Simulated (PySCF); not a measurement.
Electron correlation in Se¹⁶⁺ (selenium, charge +16)

Starting occupation: [Ar]. All numbers are calculated (PySCF 2.14, X2C-1e with screened-nucleus spin-orbit coupling, Gaussian nucleus, in an uncontracted even-tempered set (19 s from 0.48 bohr⁻², ratio 2.6; 14 p from 0.62 bohr⁻², ratio 2.6; 6 d from 0.64 bohr⁻², ratio 2.8; 3 f from 16 bohr⁻², ratio 2.8)). Frozen: [Ne]; 8 electrons correlated; the 64 highest virtual spinors left out.

MP2 pair energies summed by pair of shells (mhartree):

```
       pair   energy  share (%)
3p3/2-3p3/2  -119.73       38.5
3p1/2-3p3/2  -114.39       36.8
3p1/2-3p1/2   -30.74        9.9
3p3/2-3s1/2   -22.88        7.4
3p1/2-3s1/2   -11.67        3.8
3s1/2-3s1/2   -11.64        3.7
```

Total MP2 correlation energy: -311.06 mhartree.

The virtual space was cut to 50 spinors, which keep -296.28 of the -311.06 mhartree of MP2 correlation.

```
  level  correlation energy (mhartree)
   CCSD                        -326.03
    (T)                          -2.87
CCSD(T)                        -328.90
```

Diagnostics: T1 = 0.00068, largest double amplitude 0.047.

Cost of the coupled-cluster step: of the order of 13 core-seconds, for 8 occupied and 50 virtual spinors.

The coupled-cluster values are those of the cut space; adding the MP2 remainder, -14.78 mhartree, estimates the full space.

At this charge the one-electron X2C treatment keeps the bare 1/r₁₂, with no two-electron picture change or Breit term. The effect here is smaller than on the frozen 1s shell.
